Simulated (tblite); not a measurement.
Isomers of C4H9FS2Si. Method: GFN2-xTB as coded in tblite; computed harmonic values from a numerical Hessian at the method's own geometry, unscaled. Errors from tens to a few hundred cm⁻¹ against measured bands are possible. Modes of hydrogen on silicon can be 10 to 20 % off. One conformer each.

Electronic energies: GFN2-xTB at the same geometries; isomer energies are rough at this level and their order can be wrong.

```csv
SMILES,"electronic energy, lowest = 0 (kJ/mol)"
CC[C@@H]1CS[Si@H](F)S1,0.0
C[C@@H]1[SiH2]SCS[C@@H]1F,254.9
FC[SiH]1SCCCS1,205.7
F[C@@H]1CCSCS[SiH2]1,276.8
CS/C=C(/[SiH2]F)SC,249.8
```

How do GFN2-xTB zero-point energies change the relative energies?

```
                   SMILES  ZPE (kJ/mol)  of it from modes above 1550 cm⁻¹  electronic (kJ/mol)  with ZPE, lowest = 0 (kJ/mol)  lowest mode (cm⁻¹)  rings
   CC[C@@H]1CS[Si@H](F)S1         330.2                             158.2                  0.0                            0.0                  46      1
           FC[SiH]1SCCCS1         327.3                             156.4                205.7                          202.8                  26      1
       CS/C=C(/[SiH2]F)SC         305.5                             164.8                249.8                          225.1                  31      0
C[C@@H]1[SiH2]SCS[C@@H]1F         318.7                             153.5                254.9                          243.4                  82      1
     F[C@@H]1CCSCS[SiH2]1         319.0                             152.6                276.8                          265.6                  14      1
```

The zero-point energies span 24.7 kJ/mol, from `CS/C=C(/[SiH2]F)SC` to `CC[C@@H]1CS[Si@H](F)S1`. The order is unchanged.

What do entropy and thermal enthalpy add at 298.15 K and 1 bar (rigid rotor, harmonic oscillator, one conformer each)?

```json
{"SMILES": "CC[C@@H]1CS[Si@H](F)S1", "point group": "C1", "symmetry number": "1", "S (J/(mol K))": "417.3", "H − H(0) (kJ/mol)": "29.14", "ZPE + H − H(0) − TS (kJ/mol)": "234.9"}
{"SMILES": "FC[SiH]1SCCCS1", "point group": "C1", "symmetry number": "1", "S (J/(mol K))": "428.9", "H − H(0) (kJ/mol)": "29.45", "ZPE + H − H(0) − TS (kJ/mol)": "228.8"}
{"SMILES": "CS/C=C(/[SiH2]F)SC", "point group": "C1", "symmetry number": "1", "S (J/(mol K))": "481.0", "H − H(0) (kJ/mol)": "35.57", "ZPE + H − H(0) − TS (kJ/mol)": "197.7"}
{"SMILES": "C[C@@H]1[SiH2]SCS[C@@H]1F", "point group": "C1", "symmetry number": "1", "S (J/(mol K))": "408.3", "H − H(0) (kJ/mol)": "28.88", "ZPE + H − H(0) − TS (kJ/mol)": "225.8"}
```

Not tabulated: `F[C@@H]1CCSCS[SiH2]1` (lowest mode only 14 cm⁻¹).
